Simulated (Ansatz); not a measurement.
CH6FGaSi2, SMILES `F[CH2][Ga]1[SiH2][SiH2]1`, relaxed with RKS PBE-D4/def2-SVP in Ansatz from a rough embedded geometry. The force threshold is 0.03 eV/Å; the program also tests the step.

Charge 0, multiplicity 1.

Start:

```xyz
11

F     0.685   -0.036    2.400
C     0.454    0.910    1.517
Ga    0.386    0.756   -0.178
Si    0.653   -1.011   -1.202
Si   -1.241    0.019   -0.764
H    -0.128    1.735    2.005
H     1.421    1.341    1.150
H     0.454   -1.909   -2.362
H     1.078   -1.896   -0.034
H    -2.321   -0.922   -0.717
H    -1.441    1.013   -1.814
```

| step | energy (eV) | largest force (eV/Å) | largest move (Å) |
| --- | --- | --- | --- |
| 1 | -71941.7058 | 9.914 | 0.000 |
| 2 | -71945.4092 | 3.070 | 0.193 |
| 3 | -71946.7208 | 1.773 | 0.195 |
| 4 | -71947.4843 | 1.223 | 0.194 |
| 5 | -71948.0230 | 0.687 | 0.196 |
| 6 | -71948.3732 | 0.431 | 0.196 |
| 7 | -71948.4548 | 0.341 | 0.175 |
| 8 | -71948.5024 | 0.284 | 0.200 |
| 9 | -71948.5114 | 0.325 | 0.199 |
| 10 | -71948.5486 | 0.128 | 0.119 |
| 11 | -71948.5542 | 0.065 | 0.062 |
| 13 | -71948.5732 | 0.298 | 0.093 |
| 15 | -71948.5857 | 0.313 | 0.134 |
| 17 | -71948.5902 | 0.129 | 0.049 |
| 19 | -71948.6000 | 0.401 | 0.149 |
| 21 | -71948.6181 | 0.166 | 0.104 |
| 23 | -71948.6379 | 0.365 | 0.116 |
| 25 (rejected) | -71948.6291 | 0.362 | 0.200 |
| 27 | -71948.6587 | 0.115 | 0.098 |
| 29 | -71948.6627 | 0.074 | 0.026 |
| 31 | -71948.6637 | 0.011 | 0.019 |

End:

```xyz
11

F     2.214    1.057    2.192
C     0.878    1.293    1.917
Ga    0.204    0.213    0.367
Si    0.330   -1.550   -1.279
Si   -1.557   -0.156   -1.268
H     0.258    1.055    2.812
H     0.722    2.372    1.681
H     1.197   -2.013   -2.425
H     0.009   -2.724   -0.376
H    -3.009   -0.545   -1.421
H    -1.247    1.000   -2.200
```

It took 49 s on 4 threads of an Arm Neoverse V2 on a shared host, with 0.19 GiB of host memory at the peak.
